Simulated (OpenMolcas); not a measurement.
**Cr⁴⁺: Racah parameters, the spin-orbit constant, worked from levels**

* Program: OpenMolcas 26.06
* Basis: ANO-RCC-VQZP [7s6p4d3f2g1h]
* Scalar Hamiltonian: DKH2, point nucleus
* Active space: 2 electrons in 5 orbitals (3d)
* State averaging: 2S+1 = 3 even, 10 roots; 2S+1 = 1 even, 15 roots
* Spin-orbit coupling: state interaction with AMFI integrals over the reference wave functions, term energies averaged over their components

Methods: CASSCF; SS-CASPT2, IPEA 0.25 Eh, imaginary shift 0.1 Eh (closed shells correlated: 3s 3p). Measured levels: Sugar and Corliss, J. Phys. Chem. Ref. Data 6, 317 (1977).

**Racah parameters.** Above 3F, d2 has 3P at 15B, 1G at 12B + 2C and 1D at 5B + 2C. The first two fix B and C, and the third tests them; where it misses by thousands of cm-1, two parameters do not describe the configuration (Trees and configuration-interaction terms are left out) and B and C hang on the terms chosen. Term energies are centres of gravity, weighted by 2J + 1.

```json
{"Source": "CASSCF", "3P": "19013", "1G": "24609", "B": "1268", "C": "4699", "C/B": "3.71", "1D from B, C": "15738", "1D found": "15821"}
{"Source": "SS-CASPT2", "3P": "15975", "1G": "21745", "B": "1065", "C": "4482", "C/B": "4.21", "1D from B, C": "14289", "1D found": "12329"}
{"Source": "measured", "3P": "15200", "1G": "21360", "B": "1013", "C": "4600", "C/B": "4.54", "1D from B, C": "14265", "1D found": "12529"}
```

Energies in cm-1. From CASSCF to SS-CASPT2, B changes by -16.0 % and C by -4.6 %. Against the measured terms, SS-CASPT2 has B off by +5.1 % and C by -2.6 %.

**The spin-orbit constant.** For the Hund term 3F of d2, E(J) = (A/2) J(J+1) + constant and ζ = 2S·A = 2A. From J = 2 to J = 4 the energy changes by 7 A.

| Source | E(4) - E(2) | A | ζ |
| --- | --- | --- | --- |
| CASSCF | 1144.1 | 163.4 | 327 |
| SS-CASPT2 | 1147.5 | 163.9 | 328 |
| measured | 1141.7 | 163.1 | 326 |

All in cm-1. SS-CASPT2 is off by +0.5 % and CASSCF by +0.2 %. Both methods take the spin-orbit matrix elements from the reference wave functions, so the second can move ζ only through the term energies and any multistate remixing. Second-order mixing with other terms is absorbed into this ζ.

Term energies are means over components that CASPT2 splits; among the terms shown or strongly mixed into the levels shown the widest spread is 930 cm-1 (3d2 1G, SS-CASPT2). Without dynamic correlation excited terms often stand tens of per cent too high (terms of higher spin than the ground term too low), and those without a measured partner can miss by more than the paired ones (holds for CASSCF). Measured partners are found by configuration, term and J. A level has none where our copy of the source lacks it or the pairing is in doubt (some pairs that miss far off the trend of their configuration count as doubtful), and it then counts in no deviation. Only configurations of the active space appear.
